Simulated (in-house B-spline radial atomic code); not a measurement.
Configurations of neutral ytterbium, with energies counted from [Xe] 4f14 6s2. Method: scalar-relativistic (X2C) HSE06, spin-polarised, spherical fractional occupations, exact exchange averaged over the configuration, Fermi nucleus of rms radius 5.3108 fm. Calculated with a B-spline radial code for spherical atoms. Shells without spins written out take the highest spin.

Occupations are held fixed; configurations that lie above the ionisation limit could autoionise.

| configuration | E - E(ref) (eV) | highest orbital | its <r> (bohr) |
| --- | --- | --- | --- |
| [Xe] 4f13 5d1 6s2 | 3.573 | 5d up | 2.805 |
| [Xe] 4f14 6s1 7s1 | 3.8468 | 7s up | 9.617 |
| [Xe] 4f14 6s1 6d1 | 4.6719 | 6d up | 11.93 |
| [Xe] 4f14 6s1 6f1 | 5.4784 | 6f up | 27.69 |
| [Xe] 4f13 6s2 7d1 | 8.0614 | 7d up | 20.14 |
| [Kr] 4d9 4f14 5s2 5p6 6s2 7f1 | 187.41 | 7f up | 40.99 |

Question: Order these further configurations by energy, lowest first.
A. [Xe] 4f13 6s2 6f1
B. [Xe] 4f13 6s2 7p1
C. [Kr] 4d9 4f14 5s2 5p6 6s2 7p1
D. [Xe] 4f14 6s1 7p1
E. [Kr] 4d10 4f14 5s2 5p5 6s2 7d1

Answer: D (4.4781 eV), B (7.2844 eV), A (8.3801 eV), E (31.72 eV), C (186.13 eV).

Question: How far above the reference does [Xe] 4f13 6s2 7f1 lie?

Answer: 8.5596 eV; its least bound orbital is 7f up with <r> = 40.98 bohr.
